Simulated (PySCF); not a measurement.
# Radial density of O (oxygen, neutral)

B97-3, [He] 2s1 2p5, high-spin 3P determinant (an excited configuration). Computed with PySCF 2.14 in aug-cc-pVTZ-DK (5s4p3d2f, 46 functions), with scalar relativity by spin-free X2C-1e.

```tsv
r (bohr)	4πr²ρ (e/bohr)	4πr²(ρα − ρβ)
0.00366	0.05059	0.0014
0.00615	0.1368	0.0037
0.0103	0.3552	0.0096
0.0174	0.8898	0.0239
0.0293	2.070	0.0552
0.0493	4.256	0.1116
0.0828	7.083	0.1777
0.139	8.393	0.1922
0.234	6.004	0.1804
0.394	3.409	0.6314
0.663	4.255	1.6570
1.12	3.943	1.5380
1.88	1.470	0.3786
3.16	0.1947	-0.0022
5.31	0.003818	-0.0019
8.93	2.916e-05	0.0000
```

Densities and radii are taken from the X2C orbitals without a picture-change correction, which distorts them close to the nucleus.

Q: Where is the radial spin density 4πr²(ρα − ρβ) most negative, and why is it negative at all?

A: Around r = 3.16 bohr, down to -0.0022 e/bohr: exchange with the open shell polarises the paired shells in an unrestricted calculation.
